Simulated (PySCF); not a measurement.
# First hyperpolarisability: SMILES C/C=C(/C)C(=O)Br, C$_{5}$H$_{7}$BrO

Molfile (atoms numbered from 1):
```
C5H7BrO
     RDKit          3D

 14 13  0  0  0  0  0  0  0  0999 V2000
    2.0227   -0.4558    0.0079 C   0  0  0  0  0  0  0  0  0  0  0  0
    0.5894   -0.7689   -0.2109 C   0  0  0  0  0  0  0  0  0  0  0  0
   -0.4564    0.0591   -0.0206 C   0  0  0  0  0  0  0  0  0  0  0  0
   -1.8630   -0.3769   -0.2860 C   0  0  0  0  0  0  0  0  0  0  0  0
   -0.1894    1.4053    0.4554 C   0  0  0  0  0  0  0  0  0  0  0  0
    0.8495    1.9327    0.6846 O   0  0  0  0  0  0  0  0  0  0  0  0
   -1.8241    2.5029    0.7659 Br  0  0  0  0  0  0  0  0  0  0  0  0
    2.1957   -0.1379    1.0365 H   0  0  0  0  0  0  0  0  0  0  0  0
    2.3302    0.3805   -0.6208 H   0  0  0  0  0  0  0  0  0  0  0  0
    2.6468   -1.3172   -0.2111 H   0  0  0  0  0  0  0  0  0  0  0  0
    0.3682   -1.7691   -0.5618 H   0  0  0  0  0  0  0  0  0  0  0  0
   -2.4621   -0.3274    0.6220 H   0  0  0  0  0  0  0  0  0  0  0  0
   -2.3315    0.2701   -1.0259 H   0  0  0  0  0  0  0  0  0  0  0  0
   -1.8767   -1.3978   -0.6574 H   0  0  0  0  0  0  0  0  0  0  0  0
  1  2  1  0
  2  3  2  0
  3  4  1  0
  3  5  1  0
  5  6  2  0
  5  7  1  0
  1  8  1  0
  1  9  1  0
  1 10  1  0
  2 11  1  0
  4 12  1  0
  4 13  1  0
  4 14  1  0
M  END
```

Computed with PySCF, quadratic response LC-wPBE/def2-SVPD first hyperpolarisability, Taylor convention, gas phase. Geometry: GFN2-xTB.

The calculation is non-relativistic, which matters for the atoms heavier than Zn.

**Question.** What is the first hyperpolarisability, and how does it disperse?

**Answer.** In au, Taylor convention; the vector part is βᵢ = ⅓ Σⱼ (βᵢⱼⱼ + βⱼᵢⱼ + βⱼⱼᵢ); β∥ is 3/5 of the vector part along the dipole, the dipole points from − to +:
```tsv
process	λ (nm)	β vector norm	β∥	β HRS	depolarisation ratio
static β(0;0,0)	∞	356.3	172.7	133.8	7.60
second harmonic β(−2ω;ω,ω)	1907	378.1	184.5	142.3	7.42
Pockels β(−ω;ω,0)	1907	363.3	176.5	–	–
second harmonic β(−2ω;ω,ω)	1340	402.9	198.0	152.0	7.24
Pockels β(−ω;ω,0)	1340	370.7	180.5	–	–
```

**Question.** Which lowest excitations, dipole and polarisabilities go with it?

**Answer.** S1 4.35 eV (f = 0.000); S2 5.55 eV (f = 0.338); S3 5.88 eV (f = 0.000); dipole 3.70 D; isotropic α 86.2 au static, 86.5 au at 1907 nm, 86.8 au at 1340 nm, 87.5 au at 953.5 nm, 88.8 au at 670 nm.
